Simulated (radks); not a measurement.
Problem. The mean radii <r> (bohr) of the occupied orbitals of an atom or ion are listed with their occupations. All-electron calculation, non-relativistic Kohn-Sham, PBE, spin-polarised, spherical densities, point nucleus. Program: a radial shooting solver on a logarithmic mesh with Libxc functionals.

| orbital | occ. | <r> |
|---|---|---|
| 1s up | 1 | 0.02047 |
| 1s down | 1 | 0.02047 |
| 2s up | 1 | 0.08648 |
| 2s down | 1 | 0.08648 |
| 2p up | 3 | 0.07315 |
| 2p down | 3 | 0.07315 |
| 3s up | 1 | 0.2196 |
| 3s down | 1 | 0.2196 |
| 3p up | 3 | 0.2097 |
| 3p down | 3 | 0.2097 |
| 3d up | 5 | 0.1839 |
| 3d down | 5 | 0.1839 |
| 4s up | 1 | 0.4897 |
| 4s down | 1 | 0.4896 |
| 4p up | 3 | 0.4968 |
| 4p down | 3 | 0.4966 |
| 4d up | 5 | 0.5131 |
| 4d down | 5 | 0.5125 |
| 5s up | 1 | 1.105 |
| 4f up | 7 | 0.5762 |
| 4f down | 7 | 0.5728 |
| 5p up | 3 | 1.182 |
| 5p down | 2 | 1.185 |

Name the element and its charge. Open shells, if any, are filled with parallel spins first.

Solution. Z = 74, tungsten, charge +8: W8+ in [Kr] 4d10 4f14 5s1 5p5. The 1s radius gives Z: for a bare nucleus <r> = 1.5/Z, 0.02027 bohr for Z = 74, and screening makes it slightly larger (0.02047 here). The occupations add up to 66, and the charge is Z minus that.
